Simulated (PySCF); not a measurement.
# Electron correlation in Ca (calcium, neutral)

Starting occupation: [Ar] 4s2. Computed with PySCF 2.14 in x2c-TZVPPall-2c with one added diffuse shell each of s, p, d type (7s8p4d, 51 functions), with X2C-1e with screened-nucleus spin-orbit coupling, Gaussian nucleus. Frozen: [He] 2s2; 16 electrons correlated.

MP2 pair energies summed by pair of shells (mhartree):

```csv
pair,energy,share (%)
3p3/2-3p3/2,-63.39,23.0
3p1/2-3p3/2,-62.70,22.8
2p1/2-2p3/2,-19.57,7.1
4s1/2-4s1/2,-18.55,6.7
2p3/2-2p3/2,-16.68,6.1
3p3/2-4s1/2,-16.19,5.9
3p1/2-3p1/2,-16.09,5.8
3p3/2-3s1/2,-12.72,4.6
2p3/2-3p3/2,-8.89,3.2
3p1/2-4s1/2,-7.98,2.9
3s1/2-3s1/2,-6.60,2.4
3p1/2-3s1/2,-6.38,2.3
2p3/2-3p1/2,-5.30,1.9
2p1/2-3p3/2,-5.13,1.9
2p1/2-2p1/2,-3.48,1.3
2p1/2-3p1/2,-1.83,0.7
2p3/2-3s1/2,-1.56,0.6
3s1/2-4s1/2,-1.34,0.5
2p1/2-3s1/2,-0.76,0.3
2p3/2-4s1/2,-0.25,0.1
2p1/2-4s1/2,-0.12,0.0
```

Total MP2 correlation energy: -275.49 mhartree.

| level | correlation energy (mhartree) |
| --- | --- |
| CCSD | -291.95 |
| (T) | -5.24 |
| CCSD(T) | -297.19 |

Diagnostics: T1 = 0.014, largest double amplitude 0.063.

Cost of the coupled-cluster step: 300 s of wall time on 4 threads of Neoverse-V1 (shared host), for 16 occupied and 82 virtual spinors.

Iterations:

```
Init t2, MP2 energy = -0.275485067837808
CCSD nocc = 16, nmo = 98
Init t2, MP2 energy = -0.275485067837808
Init E_corr(GCCSD) = -0.275485067837808
cycle = 1  E_corr(GCCSD) = -0.286708823690603  dE = -0.0112237559  norm(t1,t2) = 0.0691725
cycle = 2  E_corr(GCCSD) = -0.290298737577373  dE = -0.00358991389  norm(t1,t2) = 0.0261504
cycle = 3  E_corr(GCCSD) = -0.292022548102923  dE = -0.00172381053  norm(t1,t2) = 0.0127996
cycle = 4  E_corr(GCCSD) = -0.291977960215099  dE = 4.45878878e-05  norm(t1,t2) = 0.00184068
cycle = 5  E_corr(GCCSD) = -0.291930992935589  dE = 4.69672795e-05  norm(t1,t2) = 0.000858957
cycle = 6  E_corr(GCCSD) = -0.291947534383653  dE = -1.65414481e-05  norm(t1,t2) = 0.000212731
cycle = 7  E_corr(GCCSD) = -0.291948080165341  dE = -5.45781688e-07  norm(t1,t2) = 4.44997e-05
cycle = 8  E_corr(GCCSD) = -0.291948260322549  dE = -1.80157208e-07  norm(t1,t2) = 9.28316e-06
cycle = 9  E_corr(GCCSD) = -0.291948316057142  dE = -5.5734593e-08  norm(t1,t2) = 2.68696e-06
cycle = 10  E_corr(GCCSD) = -0.291948283355029  dE = 3.27021131e-08  norm(t1,t2) = 8.94266e-07
cycle = 11  E_corr(GCCSD) = -0.291948267059247  dE = 1.62957821e-08  norm(t1,t2) = 1.64346e-07
cycle = 12  E_corr(GCCSD) = -0.291948266236923  dE = 8.22323765e-10  norm(t1,t2) = 5.91711e-08
GCCSD converged
E(GCCSD) = -679.9136714825486  E_corr = -0.2919482662369233
```

This basis was not built for core-valence correlation, so the inner-shell part is incomplete.
